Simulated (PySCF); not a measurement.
Match the calculated data to a structure.

All candidates are C7H6N2S.

| technique | computed result |
| --- | --- |
| 13C NMR | chemical shifts (computed TMS as zero) by class: 157.2 (1 C), 153.3 (1 C), 142.7 (1 C), 133.2 (1 C), 131.5 (1 C), 122.4 (1 C), 22.2 (1 C) ppm [GIAO PBE0/pcSseg-1] |
| Rotational structure | rotational constants A, B, C: 2.085, 1.167, 0.752 GHz [GFN2-xTB] |
| NMR, other nuclei | isotropic shieldings of nuclei other than C and H, by class: -206 (1 N), -199 (1 N), 2 (1 S) ppm [GIAO PBE0/pcSseg-1] |
| Dipole | 3.55 D [PBE0/pcSseg-1] |
| 1H NMR | chemical shifts (computed TMS as zero) by class: 8.27 (1 H), 7.81 (1 H), 7.73 (1 H), 3.33 (3 H) ppm [GIAO PBE0/pcSseg-1] |

Gas-phase values; electronic properties from PySCF, density fitting. Levels stand in brackets. Geometry: GFN2-xTB; no solvent, vibrations or thermal averaging. Each NMR value is the plain mean over a class of atoms that symmetry, rotation or inversion makes alike.

**Question.** Which candidate is it?
A. `C=Nc1csc2cc[nH]c12`
B. `Cc1cccc2snnc12`
C. `C#Cc1cnncc1SC`

**Answer.** B. It is `Cc1cccc2snnc12`. Numbering: `[CH3:1][c:2]1[cH:3][cH:4][cH:5][c:6]2[s:7][n:8][n:9][c:10]12`. Its formula, C7H6N2S, gives 6 degrees of unsaturation: 2 rings and 4 π bonds in the structure found (Kekulé form). 7 carbons fall into 7 classes; from least to most shielded: ring-fusion aromatic carbon [C10] (157.2 ppm), ring-fusion aromatic carbon [C6] (153.3 ppm), substituted aromatic carbon [C2] (142.7 ppm), aromatic CH carbon [C4] (133.2 ppm), aromatic CH carbon [C3] (131.5 ppm), aromatic CH carbon [C5] (122.4 ppm), benzylic-type carbon [C1] (22.2 ppm). Hydrogen classes from least to most shielded: 1 H on an aromatic CH carbon, C5 (8.27 ppm), 1 H on an aromatic CH carbon, C4 (7.81 ppm), 1 H on an aromatic CH carbon, C3 (7.73 ppm), 3 H on a benzylic-type carbon, C1 (3.33 ppm, a mean of values up to 1.3 ppm apart in this geometry). The other shieldings belong to: -206 ppm, pyridine-type nitrogen [N9]; -199 ppm, pyridine-type nitrogen [N8]; 2 ppm, ring sulfur [S7]. By its constants the optimised geometry is an asymmetric top.

The others, at the same levels:
- `C=Nc1csc2cc[nH]c12` fails: its computed 13C shifts are 151.8 (1 C), 140.5 (1 C), 138.5 (1 C), 133.0 (1 C), 124.1 (1 C), 113.5 (1 C), 107.0 (1 C) ppm, 1H shifts are 8.12 (1 H), 8.05 (1 H), 7.28 (1 H), 6.96 (1 H), 6.72 (1 H), 6.64 (1 H) ppm and rotational constant A is 1.915 GHz (against 2.085 GHz).
- `C#Cc1cnncc1SC` fails: its computed 13C shifts are 160.2 (1 C), 151.9 (1 C), 149.6 (1 C), 118.7 (1 C), 98.6 (1 C), 86.0 (1 C), 21.0 (1 C) ppm, 1H shifts are 9.10 (1 H), 9.06 (1 H), 3.17 (1 H), 3.14 (3 H) ppm and rotational constant A is 1.702 GHz (against 2.085 GHz).

Each candidate is one conformer, not necessarily the lowest. Dipoles, sizes and rotational constants follow the conformer. The torsions of the flexible species, by atom-mapped SMILES:
- `[CH2:1]=[N:2][c:3]1[cH:4][s:5][c:6]2[cH:7][cH:8][nH:9][c:10]12`: C1–N2–C3–C4 -29°
- `[CH:1]#[C:2][c:3]1[cH:4][n:5][n:6][cH:7][c:8]1[S:9][CH3:10]`: C7–C8–S9–C10 177°
